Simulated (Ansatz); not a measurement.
**One elementary step**

Start structure (ZnH$_{3}$OF, singlet), relaxed at PBE0-D4/def2-TZVP:

```
6
angstrom
Zn -0.4328 -0.6568 -0.0343
F -0.6890 -1.4693 -1.5569
O -0.1599 0.1822 1.4945
H 0.8816 0.9182 -1.4192
H 0.9718 1.2425 -0.7471
H -0.5715 -0.2168 2.2630
```

The step: ZnHOF ([OH][Zn][F]) + H₂ → ZnH₂O ([OH][ZnH]) + HF; bonds formed: Zn1–H5, F2–H4; bonds broken: Zn1–F2, H4–H5. Computed with Ansatz 0.2.0 (basis: def2-TZVPP and def2-QZVPP); correlated methods freeze the cores. The 3s and 3p shells of Cu and Zn are frozen; filled d shells are correlated. Extrapolation: Hartree–Fock as exp(−7.88 √X), correlation as X^−2.97. Energies below are by CCSD(T) at an estimated basis limit (MP2 extrapolated from triple and quadruple zeta, plus CCSD(T) − MP2 in triple zeta).

**Question.** What are the electronic barrier and the energy of the step, from the start structure to the end structure? (Judge from chemistry; the value comes from the calculation.)

**Answer.** Computed: Barrier 25.55 kcal/mol; step energy 8.93 kcal/mol (uphill); reverse barrier, their difference, 16.62 kcal/mol. Barrier and step energy count from the start structure, the reverse barrier from the end structure.

The saddle point: One imaginary mode of 974i cm⁻¹.
```json
{"pair": "Zn1–H5", "start (Å)": "2.47", "saddle (Å)": "1.76", "end (Å)": "1.53"}
{"pair": "F2–H4", "start (Å)": "2.86", "saddle (Å)": "1.25", "end (Å)": "0.93"}
{"pair": "Zn1–F2", "start (Å)": "1.74", "saddle (Å)": "1.99", "end (Å)": "2.73"}
{"pair": "H4–H5", "start (Å)": "0.75", "saddle (Å)": "0.98", "end (Å)": "1.94"}
```

Zero-point energy (harmonic, PBE0-D4): ZPE is 17.26 kcal/mol at the start and 17.52 kcal/mol at the saddle, so the barrier goes from 25.55 to 25.81 kcal/mol.

T1 diagnostic: at most 0.018.

Labels in which every atom is bracketed show which atoms are joined, not bond orders.

For scale, one of the runs: CCSD(T)/def2-TZVPP, 168 basis functions (an equivalent command: `ansatz run in.yaml --threads 4`). The run took 29 s on 4 CPU threads (shared host), with 1.4 GiB of host memory at its peak.
